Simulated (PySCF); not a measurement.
## Dipole polarisabilities along group 8, charge +2

Calculated with PySCF 2.14 for the ground configurations, without spin-orbit coupling: coupled response for Hartree-Fock and DFT. Mean α in bohr³, C₆ of like pairs in atomic units.

```
                                               species  α UHF  α PBE  α PBE0  C₆ UHF  C₆ PBE  C₆ PBE0
         Fe²⁺ [Ar] 3d6 (aug-cc-pVTZ-DK, spin-free X2C)  3.174  4.070   3.739   9.085   11.91    10.89
         Ru²⁺ [Kr] 4d6 (aug-cc-pVTZ-DK, spin-free X2C)  7.492  8.533   8.135   39.86   46.01    43.65
Os²⁺ [Xe] 4f14 5d6 (aug-cc-pVTZ-PP with ECP60MDF, ECP)  10.48  11.72   11.25   65.76   74.59    71.30
```
